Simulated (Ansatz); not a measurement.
MO3Br with several metals: r2SCAN-D4/def2-TZVP single points in Ansatz on relaxed structures, gas phase. Core potentials for Re, Tc, no spin–orbit coupling. Binding counts from free atoms in the multiplicity of their measured ground term, without zero-point energy. The structures are stationary points that may keep the symmetry of their start. Remarks come from the PBE and PBE0 runs and from stability tests at other levels; not every state was tested. HOMO above LUMO (over both spins in singlets and doublets, within one spin in higher multiplets; at PBE or PBE0), or a gap under 0.15 eV within one spin, warns that the state may not be the lowest or that an electron is smeared out.

Question: Estimate the order by gap (eV), lowest first.
A. TcO3Br (TcBrO3) (singlet)
B. MnO3Br (MnBrO3) (singlet)
C. ReO3Br (ReBrO3) (singlet)

Answer: B (2.25), A (3.83), C (4.73).

In full:

| species | atoms | state | geometry | HOMO (eV) | LUMO (eV) | gap (eV) | vertical IE (eV) | vertical triplet (eV) | binding per atom (eV) | point group (within 0.1 Å) | remarks |
| --- | --- | --- | --- | --- | --- | --- | --- | --- | --- | --- | --- |
| TcO3Br (TcBrO3) | 5 | singlet | r2SCAN-D4/def2-SVP | -8.68 | -4.85 | 3.83 | 11.64 | 3.44 | 4.31 | C3v | restricted SCF unstable in HF, gap within one spin near zero at PBE or PBE0 (+1 doublet), gap within one spin near zero at PBE or PBE0 (triplet) |
| MnO3Br (MnBrO3) | 5 | singlet | PBE0-D4/def2-SVP | -8.34 | -6.09 | 2.25 | 11.46 | 1.99 | 3.29 | C3v | restricted SCF unstable in HF, gap within one spin near zero at PBE or PBE0 (+1 doublet), spin-contaminated (⟨S²⟩ up to 0.88) (+1 doublet), gap within one spin near zero at PBE or PBE0 (triplet) |
| ReO3Br (ReBrO3) | 5 | singlet | PBE0-D4/def2-SVP | -8.81 | -4.08 | 4.73 | 11.71 | 4.20 | 4.61 | C3v | gap within one spin near zero at PBE or PBE0 (+1 doublet), gap within one spin near zero at PBE or PBE0 (triplet) |

The gap (eV) runs from 2.25 (MnO3Br) to 4.73 (ReO3Br). The vertical IE (eV) runs from 11.46 (MnO3Br) to 11.71 (ReO3Br). The vertical triplet (eV) runs from 1.99 (MnO3Br) to 4.20 (ReO3Br).
